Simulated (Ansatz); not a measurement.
Reaction (ligand exchange at a Ge–N bond): `[OH][GeH2][NH][SiH](O)F` + `N[SiH](O)O` → `[OH][GeH2][NH][SiH](O)O` + `N[SiH](O)F`

Gas-phase electronic energies from Ansatz, PBE0-D4/def2-TZVP geometries. CBS: MP2 limit from def2 TZ/QZ plus the TZ coupled-cluster correction, frozen cores. This one scheme is used for every species. For Ge outer-core shells are correlated without core-valence functions, which leaves a few kJ/mol of doubt a bond. Scalar relativity is left out up to krypton. One conformer a species, not always the lowest.

`[OH][GeH2][NH][SiH](O)F`:

Z-matrix (Å, degrees):
```
Ge
N 1 1.819
O 1 1.799 2 103.6
H 1 1.536 2 109.1 3 -118.1
H 1 1.538 2 113.2 3 115.3
Si 2 1.714 1 125.4 3 -42.0
H 2 1.009 1 114.8 3 120.8
H 3 0.960 1 113.4 2 158.4
O 6 1.622 2 108.5 1 9.3
F 6 1.597 2 106.9 1 131.8
H 6 1.473 2 115.3 1 -111.7
H 9 0.970 6 114.9 2 30.3
```

`N[SiH](O)O`:

```xyz
9

N    -1.052    0.192    0.662
Si    0.125   -0.136   -0.541
O     0.940   -1.476   -0.065
O     1.020    1.226   -0.723
H    -1.578    1.051    0.624
H    -1.623   -0.558    1.018
H    -0.339   -0.454   -1.904
H     1.209   -1.519    0.854
H     1.299    1.674    0.077
```

`[OH][GeH2][NH][SiH](O)O`:

Z-matrix (Å, degrees):
```
Ge
N 1 1.825
O 1 1.799 2 107.8
H 1 1.537 2 108.5 3 -119.8
H 1 1.528 2 112.5 3 112.2
Si 2 1.714 1 122.5 3 -44.3
H 2 1.009 1 116.1 3 115.1
H 3 0.960 1 112.5 2 -73.1
O 6 1.644 2 105.3 1 126.1
O 6 1.633 2 107.6 1 2.2
H 6 1.480 2 115.3 1 -114.5
H 9 0.958 6 116.7 2 163.2
H 10 0.968 6 116.3 2 39.0
```

`N[SiH](O)F`:

Z-matrix (Å, degrees):
```
Si
O 1 1.629
F 1 1.596 2 112.6
N 1 1.699 2 110.7 3 116.3
H 1 1.474 2 104.5 3 -115.6
H 2 0.959 1 117.0 3 -71.5
H 4 1.007 1 120.5 2 -153.1
H 4 1.006 1 121.6 2 56.5
```

```json
{"species": "`[OH][GeH2][NH][SiH](O)F`", "MP2/def2-TZVPP energy (Eh)": "-2673.08934"}
{"species": "`N[SiH](O)O`", "MP2/def2-TZVPP energy (Eh)": "-497.09543"}
{"species": "`[OH][GeH2][NH][SiH](O)O`", "MP2/def2-TZVPP energy (Eh)": "-2649.06156"}
{"species": "`N[SiH](O)F`", "MP2/def2-TZVPP energy (Eh)": "-521.12463"}
```

(1) Work out ΔE.

Largest T1 diagnostic among the species: 0.012.

## Answers

(1) ΔE = (-2649.06156) + (-521.12463) − (-2673.08934) − (-497.09543) = -0.00142 Eh = -0.9 kcal/mol. CCSD(T)/CBS gives -0.7 kcal/mol.
